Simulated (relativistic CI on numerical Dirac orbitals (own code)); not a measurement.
## Magnetism of Ho2+, 4f11, in a crystal field

Calculated by Dirac-Coulomb-Breit CI, orbitals from a KLI potential per configuration, QED by a radiative potential, one configuration in a parametric crystal field, unscaled Slater integrals (own radial code). With so little scaling, terms lie 10 to 35 % too far apart, which can change the order of excited levels.

Field parameters in Wybourne normalisation; cubic f-shell fields have B⁴₄ = √(5/14) B⁴₀ and B⁶₄ = −√(7/2) B⁶₀. The field is a parameter set, without covalency.

S is read from ⟨S²⟩ = S(S + 1).

Powder χT (cm³ K mol⁻¹) by Van Vleck's formula, with temperature-independent terms:

```
                                                                                                         Field   2 K   5 K  10 K  20 K  50 K  100 K  200 K  300 K
C2v, B20 = -480, B22 = 130, B40 = -350, B42 = -50, B44 = 100, B60 = 280, B62 = -230, B64 = 20, B66 = -190 cm⁻¹  6.09  7.19  8.43  9.47  10.5   11.1   11.3   11.4
                                 D3d, B20 = 930, B40 = -1040, B43 = -620, B60 = -90, B63 = 290, B66 = 240 cm⁻¹  5.76  6.19  6.91  8.15  9.83   10.7   11.2   11.3
                                                           D3h, B20 = 10, B40 = -120, B60 = 90, B66 = 300 cm⁻¹  5.63  7.36  8.71  9.65  10.6   11.2   11.4   11.4
                                                         D3h, B20 = 120, B40 = 140, B60 = -420, B66 = 460 cm⁻¹  5.34  5.85  6.68  7.95  9.55   10.6   11.2   11.3
                                             D4h, B20 = 660, B40 = -780, B44 = -780, B60 = 100, B64 = 220 cm⁻¹  9.07  9.87  10.1  10.2  10.5   10.9   11.3   11.4
                                                                                Oh, B40 = 1660, B60 = 200 cm⁻¹  7.57  7.99  8.53   9.3  10.4   10.9   11.2   11.3
```

(1) For D3d, B20 = 930, B40 = -1040, B43 = -620, B60 = -90, B63 = 290, B66 = 240 cm⁻¹: what effective moment follows at 300 K?

## Answers

(1) μ_eff = √(8χT) = 9.52 μB. The LS value g√(J(J + 1)) of the free ion's 4I°_15/2 level is 9.58 μB.
